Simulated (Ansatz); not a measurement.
`FC(Cl)C(F)(F)F` → `FC(F)Cl` + `F[C]F` at 298.15 K and 1 bar (difluorocarbene loss).

Program: Ansatz. Geometries: PBE0-D4/def2-TZVP. ΔE: electronic, gas phase. CCSD(T)/CBS is the MP2 limit (def2-TZVPP, def2-QZVPP) plus CCSD(T) − MP2 in def2-TZVPP, frozen cores. This one scheme is used for every species.

```csv
species,CCSD(T)/CBS energy (Eh),H − E (kJ/mol),S (J/(mol·K))
`FC(Cl)C(F)(F)F`,-935.64258,114.3,342.8
`FC(F)Cl`,-698.00348,74.2,280.9
`F[C]F`,-237.54028,28.9,240.6
```

H − E and S are ideal-gas, rigid-rotor, harmonic terms from PBE0-D4/def2-TZVP, for one conformer and one mirror image of each species. 1 Eh = 2625.50 kJ/mol, R = 8.31446 J/(mol·K).

By hand: ΔE, ΔH, ΔS and ΔG.

ΔE = (-698.00348) + (-237.54028) − (-935.64258) = 0.09882 Eh = 259.5 kJ/mol. Δ(H − E) = 74.2 + 28.9 − 114.3 = -11.2, so ΔH = 248.3 kJ/mol. ΔS = 280.9 + 240.6 − 342.8 = 178.7 J/(mol·K). ΔG = 248.3 − 298.15 × (178.7)/1000 = 195.0 kJ/mol.

By hand: the equilibrium constant, and the temperature at which ΔG would vanish if ΔH and ΔS stayed fixed.

log₁₀ K = −ΔG/(RT ln 10) = -34.2. ΔG = 0 at ΔH/ΔS = 1389 K.

The number of gas molecules changes by +1, which sets the sign of ΔS. A doubt of 5 kJ/mol in ΔE shifts log₁₀ K by 0.9 here. Other conformers and mirror images would add mixing entropy, several J/(mol·K) or more a flexible species. These are equilibria of isolated gas molecules and say nothing of rates. Largest T1 diagnostic: 0.017 (customary marks: 0.02 for closed shells, 0.045 for open ones).
